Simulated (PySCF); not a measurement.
# Working with the constants of RbI

RHF-CCSD(T) constants of RbI, ¹Σ⁺ (singlet), closed shell (Rb def2-TZVPP with ECP28, I def2-TZVPP with ECP28; scalar-relativistic core potentials (PySCF 2.14); masses 84.9118 and 126.9045 u):

- ωe: 134.0 cm⁻¹
- ωexe: 0.338 cm⁻¹
- Be: 0.0314 cm⁻¹
- αe: 0.000109 cm⁻¹
- D (centrifugal): 6.9e-09 cm⁻¹
- De to Rb + I: 3.30 eV

(1) Give the vibrational terms G(v) and spacings up to v = 6.

(2) How well does the Morse estimate ωe²/(4ωexe) reproduce De, and what is D0?

Measured values (Huber and Herzberg, Constants of Diatomic Molecules (1979)): ωe = 138.51 cm⁻¹, ωexe = 0.335 cm⁻¹, Be = 0.03283293 cm⁻¹, αe = 0.00010946 cm⁻¹.

Correlated steps freeze 4 core orbitals. Spin–orbit coupling is left out, which matters for elements this heavy, above all for dissociation energies. Where the molecule has an RHF reference, its open-shell atoms are computed with UHF.

Answers

(1) G(v) = ωe(v+½) − ωexe(v+½)².

| v | G(v) (cm⁻¹) | G(v) − G(v−1) | Bv (cm⁻¹) |
| --- | --- | --- | --- |
| 0 | 66.9 |  | 0.03135 |
| 1 | 200.2 | 133.3 | 0.03124 |
| 2 | 332.9 | 132.6 | 0.03113 |
| 3 | 464.9 | 132.0 | 0.03102 |
| 4 | 596.2 | 131.3 | 0.03091 |
| 5 | 726.8 | 130.6 | 0.03080 |
| 6 | 856.7 | 129.9 | 0.03069 |

(2) It gives 1.65 eV, 50 % of the computed De. D0 = De − G(0) = 3.30 − 0.01 = 3.29 eV.
